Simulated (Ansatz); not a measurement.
A structure relaxed at PBE0-D4/def2-TZVP, charge 0, multiplicity 1:

```xyz
12

O     0.406   -2.609   -0.375
Si    0.598   -0.985   -0.605
C    -0.541   -0.116    0.569
Ge   -0.467    1.838    0.451
H     0.933   -3.200   -0.913
H     2.010   -0.581   -0.350
H     0.272   -0.612   -2.012
H    -1.571   -0.429    0.377
H    -0.295   -0.404    1.595
H    -0.864    2.302   -0.961
H    -1.438    2.460    1.470
H     0.957    2.337    0.754
```

(1) Give its formula and SMILES.

(2) Point group (tolerance 0.08 Å, 0.16 Å for H)?

(3) Summarise the bond lengths by kind.

Results:

(1) CH8GeOSi, `O[SiH2][CH2][GeH3]`.

(2) Cs.

(3) 1 × O–Si 1.651 Å; 1 × H–O 0.958 Å; 1 × C–Si 1.852 Å; 2 × H–Si 1.491 Å; 1 × C–Ge 1.960 Å; 2 × C–H 1.094 Å; 3 × Ge–H 1.538 Å.

Computed with Ansatz.
